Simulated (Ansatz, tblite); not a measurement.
Forces on the cluster Pd3H2⁻ at its PBE-D4/def2-TZVPD geometry. The state is a doublet with charge -1.

In the def2 sets Pd takes a core potential; there is no spin–orbit coupling. The xTB rows come from tblite. At PBE-D4/def2-TZVPD the highest occupied level of the charge -1 doublet lies above zero (up to 0.23 eV). The electron is either unbound and held by the finite basis, or the level is raised by self-interaction error. The structure comes from a short search, and lower isomers may exist.

GFN1-xTB (tblite), largest force 0.53 eV/Å:

```xyz
5
positions Å, forces eV/Å
Pd    0.378    0.019   -0.813    0.020   -0.142    0.383
Pd    0.115   -0.716    1.817    0.039    0.067   -0.270
Pd   -1.531    0.850    0.610    0.263   -0.078   -0.301
H     1.114   -0.952    0.528   -0.270    0.294   -0.316
H    -0.076    0.798   -2.143   -0.052   -0.141    0.504
```

GFN2-xTB (tblite), largest force 0.71 eV/Å:

```
Pd 0.283 -0.074 -0.328
Pd 0.522 -0.436 0.219
Pd -0.374 0.334 -0.215
H -0.399 0.227 0.120
H -0.032 -0.051 0.203
```

PBE-D4/def2-TZVPD (Ansatz), largest force 0.02 eV/Å:

```
Pd -0.004 0.005 -0.005
Pd 0.001 -0.006 0.016
Pd 0.000 0.001 -0.005
H 0.003 -0.002 0.000
H 0.000 0.003 -0.006
```
